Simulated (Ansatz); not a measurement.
System: sum formula TaOCl$_{2}$, charge 1, multiplicity 1. SMILES: [Ta+]([Cl])(=[O])[Cl]
Geometry from a B3LYP-D3(BJ)/def2-TZVP (Ansatz, a quantum-chemistry and plane-wave program) optimisation:
```xyz
4

Ta    -0.2628    -0.0417     0.2319
O     -1.1273    -1.2634    -0.5513
Cl    -0.1395     1.6327    -1.2423
Cl     1.7984    -0.8593     0.5061
```
Charge +1, spin multiplicity 1.

Computed values are from Ansatz. Cores are frozen in the correlated levels unless marked. Open shells are spin-unrestricted. No spin-orbit coupling. The frozen core is the preceding noble-gas configuration, with the filled d and f shells of earlier blocks. In def2 rows, elements after Kr have scalar-relativistic effective core potentials. Basis-set limits of correlation are two-point, X^-3; Hartree-Fock from the larger set. The bracket is a focal-point correction in the basis named.

| Quantity | Value |
|---|---|
| vertical electron affinity (to the doublet; negative means unbound) | 8.12 eV at RI-MP2/CBS(def2-TZVPPD,def2-QZVPPD)+[CCSD(T)-MP2]/def2-TZVPPD |
| vertical triplet-singlet gap | 3.79 eV at RI-MP2/CBS(def2-TZVPPD,def2-QZVPPD)+[CCSD(T)-MP2]/def2-TZVPPD |
| total energy | -1051.1451 Eh at CCSD(T)/CBS(def2-TZVPPD,def2-QZVPPD) |
| T1 diagnostic | 0.024 at CCSD/def2-QZVPPD |
